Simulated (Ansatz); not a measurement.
Ligand exchange: SiH(CH3)(OH)2 + SiH3(CN) → SiH(CH3)(OH)(SiH3) + HOCN

Gas-phase species: SiH(CH3)(OH)2, singlet; SiH3(CN) (silyl cyanide), singlet; SiH(CH3)(OH)(SiH3), singlet; HOCN (cyanic acid) `N#CO`, singlet. The partners trade OH for SiH3: Si–OH and C–SiH3 bonds give way to Si–SiH3 and C–OH.

Shapes, held fixed at every level: PBE0-D4/def2-TZVP. Flexible molecules stand in one conformer, not always the lowest. Programs: Ansatz 0.2.0. The zero-point and thermal change to 298 K, harmonic and unscaled (PBE0-D4/def2-TZVP), is -1.2 kJ/mol.

```tsv
level	kind	ΔH(298 K) (kJ/mol)	less CCSD(T)/CBS estimate	CPU time (sum over the molecules)
PBE-D4/def2-TZVPP	GGA	+206.2	-49.2	22 s
B3LYP-D4/def2-TZVPP	global hybrid	+236.7	-18.7	35 s
PBE0-D4/def2-TZVPP	global hybrid	+217.1	-38.3	24 s
wB97M-V/def2-TZVPP	range-separated hybrid	+249.5	-5.9	82 s
wB97X-V/def2-TZVPP	range-separated hybrid	+237.6	-17.8	67 s
MP2/def2-SVP	perturbation theory	+233.6	-21.8	–
CCSD(T)/CBS estimate	coupled cluster or CI	+255.4	0.0	–
```

The highest level, CCSD(T)/CBS estimate, gives ΔH(298 K) = +255.4 kJ/mol; the levels span +206.2 to +255.4. The column of differences is taken from that level and isn't an error. No measured value is set beside it here. The CBS estimate extrapolates MP2 from def2-TZVPP and def2-QZVPP and adds CCSD(T) − MP2 in the triple-zeta set, cores frozen. CCSD(T)/CBS estimate lies outside the range of the other correlated levels here, so it shouldn't be taken on trust. Times are processor times on shared x86 and Arm servers, and rough.
